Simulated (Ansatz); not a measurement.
ClGaH2 (SMILES [Cl][GaH2]) moved off its minimum; all values from Ansatz (a first-principles code), cores frozen in correlated methods.
(charge 0, multiplicity 1)
```xyz
4

Ga     0.05505    -0.18313    -0.64845
H     -1.34527    -0.36251    -1.29816
H      1.42061    -0.62820    -1.24605
Cl     0.04895     0.46543     1.39141
```

```tsv
level	largest force (eV/Å)	on atom	rms difference from CCSD(T)/def2-TZVPPD (eV/Å)	dipole (D)
HF/def2-TZVPP	0.49	Ga1	0.094	2.03
PBE/def2-TZVPP	0.47	Ga1	0.088	1.67
r2SCAN/def2-TZVPP	0.46	Ga1	0.205	1.77
B3LYP/def2-TZVPP	0.57	Ga1	0.137	1.78
wB97M-V/def2-TZVPP	0.50	Ga1	0.205	1.84
MP2/def2-TZVPPD	0.46	Ga1	0.056	1.90
CCSD(T)/def2-TZVPPD	0.47	Cl4	0.000	1.87
```

The differences count from one level among others, with limits of its own. Forces at CCSD(T)/def2-TZVPPD (eV/Å):

```tsv
atom	Fx	Fy	Fz
Ga1	-0.042	-0.387	-0.102
H2	-0.309	0.103	-0.182
H3	0.316	0.061	-0.124
Cl4	0.034	0.224	0.408
```
